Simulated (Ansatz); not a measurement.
Start from `C[Si](C)(C)[GaH2]` and change one atom or group to get `C[Si](C)(C)OBF`.

Ansatz, PBE0-D4/def2-TZVP geometries, multiplicity 1. Each molecule was computed in one conformer, which needn't be the lowest.

Scalar relativity is left out up to krypton.

| property | `C[Si](C)(C)[GaH2]` |
| --- | --- |
| LUMO energy (B3LYP/def2-TZVPP) / eV | -2.09 |
| LUMO energy (PBE/def2-TZVPP) / eV | -2.61 |
| LUMO energy (PBE0/def2-TZVPP) / eV | -1.83 |
| HOMO energy (PBE/def2-TZVPP) / eV | -5.79 |
| size of the dipole moment (PBE/def2-TZVPP) / D | 1.42 |
| HOMO–LUMO gap (PBE0/def2-TZVPP) / eV | 5.01 |

(1) What does the change do to each property? (An estimate is asked.)

Results:

(1) Ansatz gave: 
```tsv
property	`C[Si](C)(C)OBF`	shift
LUMO energy (B3LYP/def2-TZVPP) / eV	0.12	2.21
LUMO energy (PBE/def2-TZVPP) / eV	-0.60	2.01
LUMO energy (PBE0/def2-TZVPP) / eV	0.41	2.24
HOMO energy (PBE/def2-TZVPP) / eV	-7.16	-1.37
size of the dipole moment (PBE/def2-TZVPP) / D	1.81	0.39
HOMO–LUMO gap (PBE0/def2-TZVPP) / eV	8.94	3.93
```

With PBE0 the HOMO falls by 1.69 eV and the LUMO rises by 2.24 eV, so the gap widens by about 3.93 eV. PBE moves the HOMO by -1.37 eV and ωB97M-V by -1.94 eV. Dipoles are sizes alone; their direction can turn.

B3LYP here is the variant with VWN-RPA as its local correlation; programs differ in this.
